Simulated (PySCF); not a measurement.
## Assignment exercise: C$_{7}$H$_{9}$F

Bonds (- single, = double, # triple, : aromatic): C1#C2, C2-C3, C3-C4, C4-C5, C4=C6, C6-C7, C7-F8. C1 carries H9; C3 carries H10, H11; C5 carries H12, H13, H14; C6 carries H15; C7 carries H16, H17. Stereochemistry as in C#CC/C(C)=C/CF.

- GIAO PBE0/pcSseg-1 shieldings
- GFN2-xTB structure
- run in PySCF 2.14.0 with density-fitted response routines
- one averaged value for each set of equivalent atoms, one computed conformer, isolated molecule, non-relativistic Hamiltonian

δ = σ(ref) − σ, references computed at the same level: TMS for 13C, 1H.

Problem. Assign these signals to the numbered atoms. 13C{1H} NMR (computed): δ 138.4, 134.5, 87.1, 85.3, 76.1, 31.6, 17.8.

Solution. 
138.4 → C4, fully substituted alkene carbon: the olefinic region
134.5 → C6, alkene CH: the olefinic region
87.1 → C2, alkyne carbon: sp carbons lie upfield of alkene carbons because the cylindrical π system leaves one tensor component strongly shielded
85.3 → C7, allylic sp3 CH2 bonded to F: the inductive effect lowers its shielding
76.1 → C1, terminal alkyne carbon: the triple bond shields along its axis, which puts it between sp3 and sp2 carbons
31.6 → C3, allylic sp3 CH2: saturated and bonded to C and H only
17.8 → C5, allylic methyl carbon: a saturated carbon with 1 carbon neighbour and no heteroatom attached

C2 and C7 lie closer than the usual error of such a calculation, so a measured spectrum could show them in the other order.

Problem. Assign these signals to the numbered atoms. 1H NMR (400 MHz, computed): δ 5.88 (m, 1H), 5.54 (m, 2H), 2.94 (d, 2H), 1.78 (s, 3H), 1.46 (t, 1H).

Solution. 
5.88 → H15, hydrogen on an alkene CH: attached to an sp2 carbon and in the plane of the double bond
5.54 → H16/H17, hydrogen on an allylic sp3 CH2 bonded to F: its carbon carries F, an electronegative neighbour
2.94 → H10/H11, hydrogen on an allylic sp3 CH2: allylic position
1.78 → H12/H13/H14, hydrogen on an allylic methyl carbon: allylic position
1.46 → H9, hydrogen on a terminal alkyne carbon: it lies on the axis of the triple bond, in its shielding cone

Splittings by 19F in the carbon and heteronuclear signals aren't shown, as no couplings were computed. Shifts are as computed. Against solution values, carbons near 30 ppm lie about +3 ppm off and those near 130 ppm about +5 ppm. Of 1211 compounds with measured shifts, 218 miss one by over three times the rms of a fit or turn the order of signals round; such compounds aren't used in these exercises. No couplings were computed; multiplicities are counted from neighbouring protons, with m where these are inequivalent, close in shift, in a saturated or five-membered ring or joined by F or P, and br s for small geminal =CH2 splittings.
